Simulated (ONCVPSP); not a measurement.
**Reading a pseudo-wave (Al (Z = 13))**

Columns: radius, all-electron u(r) and pseudo u(r) of the 3s shell (level -19.15 eV) of aluminium in the configuration [Ne] 3s1.5; PBEsol, scalar-relativistic, ONCV scheme, ONCVPSP 4.0.1.

```
r (bohr)  all-electron  pseudo
   0.100        0.1349  0.0184
   0.200       -0.0906  0.0379
   0.300       -0.2669  0.0600
   0.400       -0.3328  0.0861
   0.500       -0.3092  0.1179
   0.600       -0.2286  0.1560
   0.700       -0.1174  0.2004
   0.800        0.0057  0.2498
   0.900        0.1288  0.3029
   1.000        0.2445  0.3582
   1.100        0.3488  0.4147
   1.200        0.4397  0.4715
   1.300        0.5166  0.5273
   1.400        0.5798  0.5800
   1.500        0.6302  0.6271
   1.600        0.6688  0.6660
   1.700        0.6966  0.6953
   1.800        0.7146  0.7142
   1.900        0.7237  0.7237
   2.000        0.7252  0.7251
   2.100        0.7198  0.7198
   2.200        0.7088  0.7088
   2.300        0.6930  0.6929
   2.400        0.6732  0.6731
   2.500        0.6502  0.6502
   2.600        0.6249  0.6249
```

**Question.** How many radial nodes do the two functions have?

**Answer.** The all-electron 3s function has n − l − 1 = 2; the pseudo-wave has 0, since the states of the same l below it are removed with the core.

**Question.** At about which radius was the pseudo-wave matched?

**Answer.** 2.00 bohr. The columns agree to 0.0005 from 1.80 bohr on; several derivatives are matched, so the curves merge somewhat inside the radius.

**Question.** Where does each function peak?

**Answer.** Outermost all-electron maximum near 2.00 bohr, pseudo maximum near 2.00 bohr (to the table’s step).

**Question.** Is the pseudo-wave norm-conserving?

**Answer.** Yes: the ONCV scheme keeps the norm inside the radius equal to the all-electron one, which fixes the energy derivative of the logarithmic derivative at the level.
